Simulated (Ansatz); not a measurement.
Geometry optimisation, RKS PBE-D4/def2-SVP in Ansatz 0.2.0.

Input:

```yaml
crystal:
  periodic: [false, false, false]
  atoms:
    - { symbol: Ge, position_ang: [0.211662, 0.077705, -0.011322] }
    - { symbol: Cl, position_ang: [0.366352, -0.011334, 2.187615] }
    - { symbol: H, position_ang: [1.651752, -0.114124, -0.54382] }
    - { symbol: H, position_ang: [-0.550077, 1.341982, -0.442028] }
    - { symbol: F, position_ang: [-0.671971, -1.351077, -0.526587] }
    - { symbol: S, position_ang: [-3.099064, 0.191137, 0.976716] }
    - { symbol: H, position_ang: [-2.826225, -0.932055, 0.258097] }
    - { symbol: H, position_ang: [-2.193829, -0.181133, 1.960027] }
basis:
  gaussian: { orbitals: def2-SVP }
hamiltonian:
  xc: pbe
  dispersion: d4
relax:
  f_tol: 0.03
  max_steps: 50
```

Run as:

```bash
$ ansatz run input.yaml --threads 2 --pin off --max-ram 3072MiB --backend cpu --events-out ev --progress --plain --runs-dir out
```

Problem. Where does it end, and by what steps?

Solution. It converged. The force dipped under the threshold on the way, but the program's further checks kept it going. After 6 steps the energy has fallen by 0.046 eV; H8 moved furthest, 0.31 Å.

```tsv
step	energy less start (eV)	largest force component (eV/Å)	accepted
0	0.0000	0.429	yes
1	-0.0350	0.264	yes
2	-0.0411	0.129	yes
3	-0.0429	0.048	yes
4	-0.0452	0.029	yes
5	-0.0459	0.032	yes
6	-0.0461	0.010	yes
```

```xyz
8
Properties=species:S:1:pos:R:3
Ge 0.295 0.080 -0.037
Cl 0.442 -0.044 2.124
H 1.711 -0.137 -0.616
H -0.466 1.355 -0.446
F -0.648 -1.316 -0.556
S -3.279 0.110 0.996
H -2.689 -0.913 0.318
H -2.479 -0.115 2.075
```

Whether the end is a true minimum wasn't checked by a vibrational analysis.

The run took 15 s on 2 threads of AMD EPYC 7R43 64-Core Processor (Zen 3), with other jobs on the host, peak memory 0.17 GiB.
